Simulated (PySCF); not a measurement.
C₃H₆OS, SMILES O/C=C\SC (GFN2-xTB optimised geometry):

```
11

C      1.107     1.477    -0.049
S      2.108    -0.037     0.001
C      0.944    -1.346     0.000
C     -0.385    -1.346     0.000
O     -1.185    -0.232     0.000
H      1.815     2.301    -0.055
H      0.509     1.487    -0.953
H      0.475     1.526     0.830
H      1.457    -2.293     0.003
H     -0.898    -2.301    -0.001
H     -2.108    -0.496    -0.006
```

Computed with PBE/def2-TZVP (PySCF).

Question: What are the frontier orbital energies and the dipole moment?

Answer: HOMO-2 -7.40 eV, HOMO-1 -6.80 eV, HOMO -4.41 eV, LUMO -0.28 eV, LUMO+1 -0.12 eV; dipole moment 2.61 D.

Meta-Löwdin charges at PBE/def2-TZVP: C1 -0.41, S2 0.12, C3 -0.30, C4 0.02, O5 -0.46, H6 0.14, H7 0.14, H8 0.14, H9 0.15, H10 0.11, H11 0.35.
